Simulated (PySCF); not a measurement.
A PySCF script (with the pyscf-properties extension) for the NMR shieldings of `B/C=C/[C@@H](C)B(C)C`, C6H14B2, on a GFN2-xTB geometry:

```python
import basis_set_exchange as bse
import numpy as np
from pyscf import gto, dft
from pyscf.prop import nmr

atoms = """
B     3.244994   -0.047077   -1.258577
C     1.971168   -0.650825   -0.664016
C     1.175344   -0.000679    0.201111
C    -0.088461   -0.523756    0.802654
C    -0.218554   -0.085111    2.264522
B    -1.202697    0.046820   -0.198459
C    -1.851230    1.460001    0.049692
C    -1.604574   -0.802053   -1.461131
H     3.900263   -0.659975   -2.011412
H     3.571898    1.036949   -0.956276
H     1.672193   -1.661588   -0.927273
H     1.431030    1.011482    0.490926
H    -0.066440   -1.617539    0.763668
H    -0.162904    0.996908    2.353344
H    -1.169752   -0.417097    2.675291
H     0.582292   -0.516391    2.863411
H    -2.210916    1.587123    1.068973
H    -1.096327    2.233090   -0.098807
H    -2.674936    1.685564   -0.623514
H    -2.583490   -1.253087   -1.291272
H    -1.711432   -0.189881   -2.355079
H    -0.917877   -1.613493   -1.688624
"""
names = dict.fromkeys(["B", "C", "H"], "pcSseg-1")
basis = {el: gto.basis.parse(bse.get_basis(n, elements=[el], fmt="nwchem")) for el, n in names.items()}
mol = gto.M(atom=atoms, basis=basis, charge=0, verbose=0)
mf = dft.RKS(mol, xc="PBE0")
mf.grids.level = 2
mf.grids.alignment = dft.numint.BLKSIZE   # the property module wants whole blocks of grid points
mf.conv_tol = 1e-9
mf.kernel()

calc = nmr.RKS(mf)   # GIAO
C = mf.mo_coeff
Co = C[:, mf.mo_occ > 0]
resp = mf.gen_response(singlet=True, hermi=2)
def vind(x):   # induced exchange potential for any number of trial vectors
    d = np.einsum("pi,xij,qj->xpq", C, 2 * x.reshape(-1, C.shape[1], Co.shape[1]), Co, optimize=True)
    return np.einsum("xpq,pi,qj->xij", resp(d - d.transpose(0, 2, 1)), C, Co, optimize=True).ravel()
mo1, _ = nmr.rhf.solve_mo1(calc, with_cphf=vind)
sigma = calc.kernel(mo1)
for i, s in enumerate(sigma):   # ppm
    w = np.linalg.eigvalsh((s + s.T) / 2)
    print("%2d %-2s iso %8.1f  s11 %8.1f  s22 %8.1f  s33 %8.1f" % (i, mol.atom_pure_symbol(i), w.mean(), *w))
```

Task: What are the results?

Result: 
```
 0 B  iso     31.7  s11    -18.7  s22    -13.8  s33    127.6
 1 C  iso     38.6  s11    -81.3  s22     29.5  s33    167.5
 2 C  iso      3.3  s11   -105.6  s22     -9.8  s33    125.2
 3 C  iso    132.8  s11    101.8  s22    138.5  s33    158.1
 4 C  iso    168.0  s11    156.6  s22    164.6  s33    182.9
 5 B  iso     14.7  s11    -48.1  s22    -21.5  s33    113.7
 6 C  iso    175.5  s11    156.6  s22    183.8  s33    186.0
 7 C  iso    170.3  s11    153.1  s22    172.1  s33    185.7
 8 H  iso     24.9  s11     20.1  s22     27.1  s33     27.6
 9 H  iso     25.1  s11     18.6  s22     27.9  s33     28.8
10 H  iso     24.2  s11     18.9  s22     24.5  s33     29.3
11 H  iso     24.9  s11     20.8  s22     24.8  s33     29.3
12 H  iso     28.7  s11     24.9  s22     29.6  s33     31.7
13 H  iso     30.2  s11     26.5  s22     29.3  s33     34.8
14 H  iso     30.5  s11     26.9  s22     27.8  s33     36.7
15 H  iso     30.3  s11     25.9  s22     28.3  s33     36.7
16 H  iso     30.7  s11     25.9  s22     30.9  s33     35.3
17 H  iso     31.2  s11     26.9  s22     30.1  s33     36.5
18 H  iso     30.7  s11     26.7  s22     29.6  s33     35.8
19 H  iso     30.9  s11     27.3  s22     29.0  s33     36.5
20 H  iso     30.7  s11     27.2  s22     29.2  s33     35.7
21 H  iso     30.5  s11     26.4  s22     30.2  s33     35.0
```

These numbers come from an equivalent density-fitted implementation of the same equations, which agrees with the script to about 0.01 ppm for H and up to a few tenths of a ppm for heavy atoms, so last digits may differ.

Size and cost of the density-fitted run: 206 basis functions, 85 s wall time on 1 thread of an Arm Neoverse N1, shared host; peak memory 1 GiB.
